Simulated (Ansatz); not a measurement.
One change: `C[SiH](O)Cl` becomes `C[SiH2]O`.

Ansatz, PBE0-D4/def2-TZVP geometries, multiplicity 1. Each molecule was computed in one conformer, which needn't be the lowest.

| property | `C[SiH](O)Cl` |
| --- | --- |
| HOMO energy (PBE/def2-TZVPP) / eV | -7.23 |
| LUMO energy (PBE/def2-TZVPP) / eV | -0.28 |
| LUMO energy (ωB97M-V/def2-TZVPP) / eV | 2.12 |
| LUMO energy (B3LYP/def2-TZVPP) / eV | 0.27 |
| ideal-gas entropy at 298 K and 1 bar (rigid rotor, harmonic PBE0-D4/def2-TZVP) / J/(mol·K) | 327 |
| HOMO–LUMO gap (PBE/def2-TZVPP) / eV | 6.95 |

(1) Give the same properties after the change, and the shifts. (Estimate.)

Answers

(1) Computed: 
| property | `C[SiH2]O` | shift |
| --- | --- | --- |
| HOMO energy (PBE/def2-TZVPP) / eV | -6.94 | 0.29 |
| LUMO energy (PBE/def2-TZVPP) / eV | -0.40 | -0.12 |
| LUMO energy (ωB97M-V/def2-TZVPP) / eV | 2.02 | -0.10 |
| LUMO energy (B3LYP/def2-TZVPP) / eV | 0.16 | -0.11 |
| ideal-gas entropy at 298 K and 1 bar (rigid rotor, harmonic PBE0-D4/def2-TZVP) / J/(mol·K) | 297 | -30 |
| HOMO–LUMO gap (PBE/def2-TZVPP) / eV | 6.55 | -0.40 |

With PBE0 the HOMO rises by 0.20 eV and the LUMO falls by 0.13 eV, so the gap narrows by about 0.33 eV. PBE moves the HOMO by 0.29 eV and ωB97M-V by 0.13 eV.

B3LYP here is the variant with VWN-RPA as its local correlation; programs differ in this.
